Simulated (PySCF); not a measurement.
Species: C₃H₃BrO.
Numbering: `[O:1]=[CH:2]/[CH:3]=[CH:4]\[Br:5]` (hydrogens: H6 on C2; H7 on C3; H8 on C4)

Vertical excitations from PySCF (density fitting, frozen core in the response, grid level 2 and gas phase unless stated; continuum runs use non-equilibrium linear response for the excitations) on a GFN2-xTB geometry. Reference run:

```json
{"settings": "PBE0/def2-SVPD, grid level 3, start guess vsap, TDA, 3 singlets", "S1, eV (f)": "3.43 (0.000)", "S2, eV (f)": "5.26 (0.249)", "S3, eV (f)": "5.34 (0.000)", "T1, eV (Tamm–Dancoff)": "2.87", "mean α (au)": "63.2"}
```

What do these settings give: B97-D/pcSseg-1, grid level 4, start guess huckel, full TDDFT, 3 singlets?

| settings | S1, eV (f) | S2, eV (f) | S3, eV (f) | T1, eV (Tamm–Dancoff) | mean α (au) |
| --- | --- | --- | --- | --- | --- |
| B97-D/pcSseg-1, grid level 4, start guess huckel, full TDDFT, 3 singlets | 3.05 (0.000) | 4.61 (0.093) | 4.62 (0.000) | 2.63 | 53.1 |

S1 moves by -0.38 eV; functional, basis and response scheme change together, so the shift can't be laid on one. States are counted by energy in each run and needn't keep their character from row to row.

Which orbital pairs make up S1 in each run, and how does it sit against the orbital gap?

```json
{"settings": "PBE0/def2-SVPD, grid level 3, start guess vsap, TDA, 3 singlets", "S1 configurations (weight)": "H→L 0.97", "S1 (eV)": "3.43", "orbital gap (eV)": "5.35", "S1 − gap (eV)": "-1.92"}
{"settings": "B97-D/pcSseg-1, grid level 4, start guess huckel, full TDDFT, 3 singlets", "S1 configurations (weight)": "H→L 1.00", "S1 (eV)": "3.05", "orbital gap (eV)": "2.89", "S1 − gap (eV)": "+0.16"}
```

 The PBE0/def2-SVPD calculation is non-relativistic and has no spin–orbit coupling, an omission that weighs most on bromine.

Shape of the structure used: `[O:1]=[CH:2]/[CH:3]=[CH:4]\[Br:5]`: O1–C2–C3–C4 180°.

One conformer stands for the species.
